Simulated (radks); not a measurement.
Values are calculated unless marked as measured or tabulated.
Question: These are the eigenvalues of the occupied orbitals of an atom or ion with whole-number occupations (hartree). Level of theory: Dirac Kohn-Sham, exchange-only PBE, spin-unpolarised, spherical densities, finite nucleus; Fermi nuclear charge, rms radius of each element as measured or else 0.836 A^(1/3) + 0.57 fm (a radial shooting solver on a logarithmic mesh with Libxc functionals).

1s1/2: -162.7516
2s1/2: -18.59610
2p1/2: -15.54884
2p3/2: -15.37825
3s1/2: -3.12536
3p1/2: -2.33918
3p3/2: -2.31921

Which element is it, and in what charge state? The configuration may be excited. Open shells, if any, fill j = l - 1/2 first.

Answer: Z = 21, scandium, charge +3: Sc3+ in [Ar]. The list shows which subshells hold electrons but not how many an open one holds; the 1s level, -162.75 hartree, gives Z - s = 18.0 by -(Z - s)^2/2, which with screening and relativity narrows Z to a few neighbours, and the depths of the outer levels then fix element, charge and occupations together.
